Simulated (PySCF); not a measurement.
Al(H)2(OMe) (CH5AlO), SMILES C[O][AlH2]. Atoms are numbered in the order given.

```xyz
8

Al    -0.0885    -1.1939     0.0000
H      1.0176    -2.3094     0.0000
H     -1.6444    -1.4659     0.0000
O      0.4603     0.4037     0.0000
C     -0.1583     1.6677     0.0000
H     -1.2522     1.5967     0.0000
H      0.1486     2.2319     0.8850
H      0.1486     2.2319    -0.8850
```

Geometry optimised at B3LYP-D3(BJ)/def2-TZVP.

Method: TDDFT-CAM-B3LYP/def2-SVPD in PySCF.

Vertical excitations. Gas-phase values at a fixed geometry. State labels are in the subgroup Cs.

### Question
List the lowest excited states. (Estimate from the structure and the level; the computed values follow.)

### Answer

| state | symmetry | energy (eV) | λ (nm) | f | main pairs |
|---|---|---|---|---|---|
| S1 | A" | 5.79 | 214 | 0.001 | HOMO→LUMO 95 % |
| S2 | A" | 6.68 | 186 | 0.004 | HOMO−2→LUMO 94 % |
| S3 | A' | 6.70 | 185 | 0.074 | HOMO−1→LUMO 95 % |
| S4 | A' | 7.28 | 170 | 0.018 | HOMO→LUMO+1 60 %, HOMO→LUMO+2 30 % |
| S5 | A" | 7.38 | 168 | 0.005 | HOMO−1→LUMO+1 71 %, HOMO−1→LUMO+2 22 % |
| S6 | A' | 7.98 | 155 | 0.014 | HOMO→LUMO+2 37 %, HOMO−2→LUMO+2 24 %, HOMO−2→LUMO+1 19 %, HOMO→LUMO+1 12 % |
| S7 | A' | 8.19 | 151 | 0.159 | HOMO−2→LUMO+1 35 %, HOMO→LUMO+3 18 %, HOMO→LUMO+1 17 %, HOMO→LUMO+2 16 % |
| S8 | A" | 8.32 | 149 | 0.003 | HOMO−1→LUMO+3 52 %, HOMO−1→LUMO+2 17 %, HOMO−1→LUMO+1 12 %, HOMO−3→LUMO 8 % |
| S9 | A' | 8.43 | 147 | 0.069 | HOMO→LUMO+3 71 %, HOMO−2→LUMO+1 15 % |
| S10 | A' | 8.66 | 143 | 0.097 | HOMO→LUMO+4 55 %, HOMO−2→LUMO+2 20 %, HOMO−2→LUMO+3 13 % |
| T1 | A" | 5.37 | 231 | 0 | HOMO→LUMO 85 % |
| T2 | A' | 5.91 | 210 | 0 | HOMO−1→LUMO 94 % |
| T3 | A" | 6.37 | 195 | 0 | HOMO−2→LUMO 82 % |
| T4 | A' | 6.81 | 182 | 0 | HOMO→LUMO+1 42 %, HOMO→LUMO+2 34 %, HOMO→LUMO+3 13 % |
Triplets are in the Tamm–Dancoff approximation, which puts them higher than full response would, so one can lie above its singlet here.
